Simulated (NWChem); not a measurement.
# Atomisation of H3AlO3

```xyz
7

Al     0.0000     0.0000     0.0000
O      1.4684     0.8540     0.0000
H      1.5295     1.8132     0.0000
O     -1.4737     0.8447     0.0000
H     -2.3350     0.4182     0.0000
O      0.0052    -1.6986     0.0000
H      0.8052    -2.2315     0.0000
```
Charge 0, spin multiplicity 1.

The numbers come from NWChem runs, not from measurements. All single points use one geometry, from B3LYP/def2-SVP, a minimum by its harmonic frequencies. It is one conformer; others weren't searched.

Basis set: def2-TZVP. The atomisation energy is electronic alone: no zero-point, thermal, spin-orbit or counterpoise terms. No value is extrapolated to the basis-set limit. Free atoms are single determinants with multiplicities Al 2, O 3, H 2. Correlated methods freeze the same cores in atoms and molecule, 8 orbitals in all.

```json
[
 {"method": "MP2", "atomisation energy (kcal/mol)": "665.9", "relative cost": "4"},
 {"method": "B3LYP", "atomisation energy (kcal/mol)": "652.5", "relative cost": "under 3"},
 {"method": "CAM-B3LYP", "atomisation energy (kcal/mol)": "661.3", "relative cost": "20"},
 {"method": "HF", "atomisation energy (kcal/mol)": "457.0", "relative cost": "under 3"},
 {"method": "PBE0", "atomisation energy (kcal/mol)": "646.4", "relative cost": "under 3"},
 {"method": "M06-2X", "atomisation energy (kcal/mol)": "667.1", "relative cost": "under 3"},
 {"method": "BP86", "atomisation energy (kcal/mol)": "673.5", "relative cost": "under 3"},
 {"method": "PBE", "atomisation energy (kcal/mol)": "666.6", "relative cost": "under 3"},
 {"method": "LDA (SVWN5)", "atomisation energy (kcal/mol)": "761.1", "relative cost": "1"}
]
```

The values span 304.1 kcal/mol, from HF (lowest) to LDA (SVWN5) (highest). Relative cost: rough, from shared machines, SCF included, LDA (SVWN5) = 1. Costs are the molecule's.

B3LYP has NWChem's definition, with VWN1-RPA local correlation. GW and range-separated runs recompute their integrals, the others keep them in memory, which bears on the times. The structure started from a generated list of species. The stability of the SCF solutions was not checked. Open-shell Hartree-Fock references start from PBE0 orbitals; any time given for them includes that run.
